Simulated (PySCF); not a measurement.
A GIAO shielding run with PySCF (density fitting, non-relativistic, gas phase) on `C(=C\CC)/[SiH2]N[SiH2]C`, C5H15NSi2:

```
$ OMP_NUM_THREADS=1 python probes_run.py task.json out

{"job": {"kind": "nmr", "xc": "PBE0", "basis": "pcSseg-1"}, "charge": 0, "multiplicity": 1}
C      4.216279     1.046274    -0.764778
C      3.348929     0.920121     0.487637
C      2.275586    -0.104570     0.298342
C      0.972441     0.112717     0.407406
Si    -0.332764    -1.214491     0.160655
N     -1.839299    -0.384423    -0.033850
Si    -3.397108    -1.077243    -0.318060
C     -4.628563     0.354197    -0.479004
H      3.610710     1.360524    -1.612069
H      4.675037     0.090068    -1.007413
H      5.004809     1.779598    -0.611111
H      3.982433     0.619846     1.328396
H      2.903407     1.887826     0.728661
H      2.632072    -1.093597     0.038410
H      0.650710     1.115569     0.669419
H     -0.070898    -2.015065    -1.041324
H     -0.407272    -2.110379     1.324227
H     -1.814182     0.614904     0.083861
H     -3.349496    -1.867287    -1.553880
H     -3.770191    -1.950793     0.803105
H     -5.633461    -0.024380    -0.634734
H     -4.646757     0.970104     0.415520
H     -4.387173     0.997462    -1.320219
```

Hardware: 1 thread of an Arm Neoverse N1, shared host. The job also computes population analyses, field gradients.

Question: How large is the calculation?

Answer: 80 electrons, 225 basis functions and 1207 auxiliary functions.

Question: How long does it take, and how much memory does it need?

Answer: 97 s of wall time, with 13 SCF cycles and 4 response iterations; peak memory 1 GiB. Times on a shared host scatter by some tens of per cent.
